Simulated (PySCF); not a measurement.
## Excitation energy of N²⁺ by level of theory

N²⁺ [He] 2s2 2p1 (2P) → N²⁺ [He] 2s1 2p2 (4P), as a difference of total energies. Computed with PySCF 2.14 in def2-QZVPPD (8s4p4d2f1g, 63 functions), with the non-relativistic Hamiltonian (point nucleus). Correlated levels: valence and next inner shell: nothing frozen. The calculations carry no spin-orbit coupling.

```csv
method,excitation energy (cm⁻¹)
UHF,41393
MP2 (valence and next inner shell),51546
SCS-MP2 (valence and next inner shell),55432
CCSD (valence and next inner shell),56244
CCSD(T) (valence and next inner shell),56546
```
